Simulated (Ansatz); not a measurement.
Compare A (`BrB1CCO1`) with its isomer B (`B/C(Br)=C/O`).

Calculated with Ansatz (gas phase, PBE0-D4/def2-TZVP geometries, no zero-point term in ΔE). CCSD(T)/CBS is the MP2 limit (def2-TZVPP, def2-QZVPP) plus CCSD(T) − MP2 in def2-TZVPP, frozen cores. DFT in def2-TZVPP. B3LYP here is the variant with VWN-RPA as its local correlation; programs differ in this. For Br outer-core shells are correlated without core-valence functions, which leaves a few kJ/mol of doubt a bond. Scalar relativity is left out up to krypton. Each species was taken in one conformer, which may not be the lowest.

A:

```xyz
9

Br    2.2178    1.7083    1.0496
B     0.8767    0.6220    0.2449
C    -0.4642   -0.0780    0.6716
C    -0.3888   -0.4934   -0.8025
O     0.8698    0.2120   -1.0490
H    -0.3918   -0.8914    1.3925
H    -1.3000    0.5692    0.9343
H    -0.2528   -1.5590   -0.9902
H    -1.1667   -0.0896   -1.4512
```

B:

Z-matrix (Å, degrees):
```
B
C 1 1.502
H 1 1.198 2 116.8
H 1 1.192 2 122.5 3 -180.0
Br 2 1.912 1 122.8 3 180.0
C 2 1.355 1 122.0 3 -0.0
O 6 1.315 2 127.2 1 180.0
H 6 1.085 2 119.4 1 0.0
H 7 0.976 6 108.0 2 0.0
```

(1) Which is lower in electronic energy at CCSD(T)/CBS, and by how much? (Best estimate.)

(2) Give E(B) − E(A) in kcal/mol with B3LYP, HF/def2-TZVPP, CCSD/def2-TZVPP, MP2/def2-TZVPP, ωB97M-V, PBE-D4, PBE0-D4. (Best estimate.)

Largest T1 diagnostic: 0.012.

Results:

(1) The calculation gave: A, by 56.3 kcal/mol.

(2) The calculation gave: B3LYP 51.9, HF/def2-TZVPP 54.9, CCSD/def2-TZVPP 57.8, MP2/def2-TZVPP 58.0, ωB97M-V 56.6, PBE-D4 52.6, PBE0-D4 56.2. None reverses the order clearly.

In def2-TZVPP, CCSD(T) changes the Hartree–Fock value by +1.8 kcal/mol (the triples alone add −1.1 kcal/mol) and MP2 by +3.1 kcal/mol. From PBE to PBE0 (25 % exact exchange), in def2-TZVPP and without D4, E(B) − E(A) moves by +3.5 kcal/mol.
